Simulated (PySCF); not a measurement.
H₆N₃Si₂ (doublet state).
Cartesian coordinates in Å at the GFN2-xTB level; atoms count from 1:
```
atom  x, y, z in Å
N1     2.1153    0.1748    0.1235
Si2    0.4952    0.2905    0.6752
N3    -0.4824   -1.1258    0.7095
Si4   -1.7889   -0.5830   -0.2620
N5    -0.6411    0.7275   -0.6281
H6     2.3553   -0.5737   -0.5063
H7     2.8536    0.3177    0.7898
H8     0.4181    1.3213    1.6917
H9    -2.0994   -1.4184   -1.4139
H10   -2.9391    0.0556    0.3588
H11   -0.2812    0.8162   -1.5644
```

The hyperfine couplings belong to this conformer and change with its torsions.

Identity: `N[Si@@H]1[N][SiH2]N1` [radical].

Method used: UKS B3LYP, pcH-1 on H N Si, non-relativistic, mean-field spin-orbit, GIAO (PySCF 2.14.0). One conformer (not necessarily the lowest) at the GFN2-xTB geometry, without solvent, vibrations or thermal averaging. Couplings are sensitive to structure, and on GFN2-xTB geometries they can be far from those on DFT ones. No stability test was run, so a lower SCF solution isn't excluded.

**Question.** Where do the isotropic ENDOR lines of N3, N5, N1, H11, H9, H8, H10 and H6/H7 fall at 3335.6 mT, to first order?

**Answer.** ν± = |νn ± a/2|, one line for each electron-spin manifold; νn = |g_N| × 7.62259 MHz/T × B.

| nuclei | isotope | g_N | νn (MHz) | a_iso (MHz) | lower line (MHz) | upper line (MHz) |
| --- | --- | --- | --- | --- | --- | --- |
| N3 | 14N | 0.4038 | 10.27 | 27.40 | 3.43 | 23.97 |
| N5 | 14N | 0.4038 | 10.27 | 12.31 | 4.11 | 16.42 |
| N1 | 14N | 0.4038 | 10.27 | -2.56 | 8.99 | 11.54 |
| H11 | 1H | 5.5857 | 142.02 | -15.55 | 134.25 | 149.80 |
| H9 | 1H | 5.5857 | 142.02 | -5.79 | 139.13 | 144.92 |
| H8 | 1H | 5.5857 | 142.02 | -5.69 | 139.18 | 144.87 |
| H10 | 1H | 5.5857 | 142.02 | -5.54 | 139.25 | 144.79 |
| H6/H7 | 1H | 5.5857 | 142.02 | -0.96 | 141.54 | 142.50 |

**Question.** Which pairs are centred on the nuclear Larmor frequency, and which on half the coupling?

**Answer.** Centred on νn, since |a| < 2νn: N5, N1, H11, H9, H8, H10 and H6/H7. Centred on |a|/2 and split by 2νn: N3.

Nuclei that the bonding pattern makes equivalent are averaged, as if the motion that swaps them (rotation, inversion, ring flip) were fast.

The Mulliken spin populations are largest on N3 (+0.73) and N5 (+0.33).
